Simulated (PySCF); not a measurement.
Species: C5H10N2Si2.
SMILES with atom numbers: `[NH2:1][Si@@H:2]([SiH3:3])[c:4]1[cH:5][cH:6][n:7][cH:8][cH:9]1` (hydrogens: H10, H11 on N1; H12 on Si2; H13, H14, H15 on Si3; H16 on C5; H17 on C6; H18 on C8; H19 on C9)

Structure used (PBE0-D3(BJ)/def2-SVP), in Å, numbered top down from 1:
```
atom  x, y, z in Å
N1    -1.365    1.846   -1.178
Si2   -1.157    0.889    0.255
Si3   -2.736   -0.843    0.179
C4     0.574    0.151    0.208
C5     1.257   -0.224    1.372
C6     2.520   -0.804    1.263
N7     3.131   -1.024    0.101
C8     2.487   -0.669   -1.008
C9     1.220   -0.087   -1.012
H10   -0.760    2.648   -1.326
H11   -2.304    2.050   -1.503
H12   -1.286    1.607    1.570
H13   -2.495   -1.701   -1.022
H14   -4.132   -0.303    0.101
H15   -2.625   -1.688    1.408
H16    0.818   -0.062    2.361
H17    3.068   -1.103    2.166
H18    3.008   -0.858   -1.954
H19    0.738    0.187   -1.955
```

Computed at PBE0/pcSseg-1 (PySCF, non-relativistic), with Q(14N) = 0.02044 b: N1, 14N (I = 1): χzz = -4.535 MHz, η = 0.278; N7, 14N (I = 1): χzz = -5.537 MHz, η = 0.397.

Find the zero-field quadrupole resonance frequencies of 14N at N1.

From ν± = (3/4)|χ|(1 ± η/3) and ν0 = |χ|η/2: ν+ 3.716 MHz, ν− 3.087 MHz, ν0 0.629 MHz (silicon-bound nitrogen).

Find the zero-field quadrupole resonance frequencies of 14N at N7.

From ν± = (3/4)|χ|(1 ± η/3) and ν0 = |χ|η/2: ν+ 4.701 MHz, ν− 3.604 MHz, ν0 1.098 MHz (pyridine-type nitrogen).

In a crystal, neighbours and librations shift these lines. The structure is a single PBE0-D3(BJ)/def2-SVP conformer in the gas phase; no vibrational or solvent corrections. With so small a basis the couplings can be 20 % off.
